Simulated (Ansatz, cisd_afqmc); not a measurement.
Species: Sn, charge -1, quartet.

Total energies in def2-SVPD, 5 correlated electrons, 9 frozen orbitals. Radicals and triplets start from unrestricted determinants; spin-orbit coupling is neglected. Correlated methods leave the cores frozen (noble-gas shells, and filled d and f shells in the p block). Past Kr the def2 sets carry scalar-relativistic core potentials. AFQMC is phaseless with a CISD trial state; ± is one standard error, without the phaseless bias. Outlying blocks are dropped, and bars are widened where a walk drifts. Over all cases where full CI ran beside it in this data, AFQMC minus full CI had a median of +0.1 mEh and passed +0.4 mEh in a tenth of the cases. Spin-orbit terms, left out, reach several kcal/mol for Br and I, and more for heavier atoms.

| method | program | energy (Eh) | minus CCSDTQ (mEh) |
|---|---|---|---|
| HF | Ansatz | -213.36368 | 61.59 |
| MP2 | Ansatz | -213.41023 | 15.04 |
| CCSD | Ansatz | -213.42356 | 1.71 |
| CCSD(T) | Ansatz | -213.42480 | 0.47 |
| CCSDT(Q) | Ansatz | -213.42525 | 0.03 |
| CCSDTQ | Ansatz | -213.42527 | 0.00 |
| AFQMC/CISD | cisd_afqmc | -213.4252 ± 0.0001 | 0.1 ± 0.1 |

Ansatz is an electronic-structure program.
